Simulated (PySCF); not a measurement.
CH₅NO₂Si₂, SMILES N#CO[Si@H](O)[SiH3].

Geometry: PBE0-D3(BJ)/def2-SVP. The structure was generated by enumeration; whether it is a known compound was not checked. One conformer was computed; it need not be the lowest.

All values below come from PySCF with B3LYP/def2-TZVP.

Gas-phase values at a fixed geometry.

Q: Estimate the frontier levels, gap, dipole moment and polarisability. (The exact figures need the calculation; the answer reports its results.)

A: 
```
Quantity                                                                                                        Result
---------------------------------------------------------------------------------------------  -----------------------
highest occupied level                                                                                        -8.32 eV
lowest empty level                                                                                            -1.14 eV
orbital gap                                                                                                    7.18 eV
dipole moment                                                                                                   4.06 D
quadrupole, principal values (traceless, Buckingham form, about the centre of nuclear charge)  -15.78, 4.19, 11.59 D·Å
mean static polarisability                                                                       74.4 bohr³ (11.02 Å³)
polarisability, principal values                                                                63.3, 76.0, 83.9 bohr³
```
